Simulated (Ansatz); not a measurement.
Consider the ligand exchange at the Al–N bond: `C[N](C)[Al]([OH])[OH]` + H₂Se → `[OH][Al]([OH])[SeH]` + dimethylamine.

Gas-phase electronic energies from Ansatz, PBE0-D4/def2-TZVP geometries. CCSD(T)/CBS adds triple-zeta CCSD(T) − MP2 to the extrapolated MP2 energy (def2 sets, frozen cores). Functionals use def2-TZVPP. For Se outer-core shells are correlated without core-valence functions, which leaves a few kJ/mol of doubt a bond. Scalar relativity is left out up to krypton. Each species was taken in one conformer, which may not be the lowest.

| species | CAM-B3LYP-D4 energy (Eh) |
| --- | --- |
| `C[N](C)[Al]([OH])[OH]` | -528.83329 |
| H₂Se | -2402.87347 |
| `[OH][Al]([OH])[SeH]` | -2796.57006 |
| `CNC` | -135.14666 |

Work out ΔE.

ΔE = (-2796.57006) + (-135.14666) − (-528.83329) − (-2402.87347) = -0.00996 Eh = -6.2 kcal/mol. CCSD(T)/CBS gives -8.2 kcal/mol.

Largest T1 diagnostic among the species: 0.011.

In def2-TZVPP, CCSD(T) changes the Hartree–Fock value by +2.6 kcal/mol (the triples alone add +0.1 kcal/mol) and MP2 by +2.2 kcal/mol. At CCSD(T), def2-SVP lies +3.0 kcal/mol from the extrapolated value and def2-TZVPP +0.9 kcal/mol.
